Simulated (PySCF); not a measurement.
## IWN: double against triple zeta

Base calculation in PySCF with density fitting and no spin–orbit coupling, PBE0/def2-SVP (scalar-relativistic core potentials): triplet, Cs, W–I 2.634 Å, W–N 1.653 Å; I–W–N 107.4°; wavenumbers 176, 216, 1147 cm⁻¹; dipole moment 4.37 D, polar-tensor charge of W 0.99 e, atomisation energy (no zero-point energy) 903 kJ/mol.

Task: What changes on going to PBE0/def2-TZVP (scalar-relativistic core potentials)?

Result: The point group stays the same. Changes: mean bond to W -0.009 Å, smallest bond angle +0.8 degrees, highest wavenumber -13 cm⁻¹, lowest wavenumber 0 cm⁻¹, dipole moment -0.23 D, polar-tensor charge of W 0.00 e, atomisation energy (no zero-point energy) +4 kJ/mol. The new structure has W–I 2.615 Å, W–N 1.653 Å; I–W–N 108.2°, with wavenumbers 176, 218, 1134 cm⁻¹. The larger basis shortens the bonds, as added polarisation functions usually do.

Spin–orbit coupling can matter for IWN and is left out. Open d or f shells are single determinants, so the state found may not be the ground state. The structures come from searches over a few start shapes, so lower isomers are not excluded.
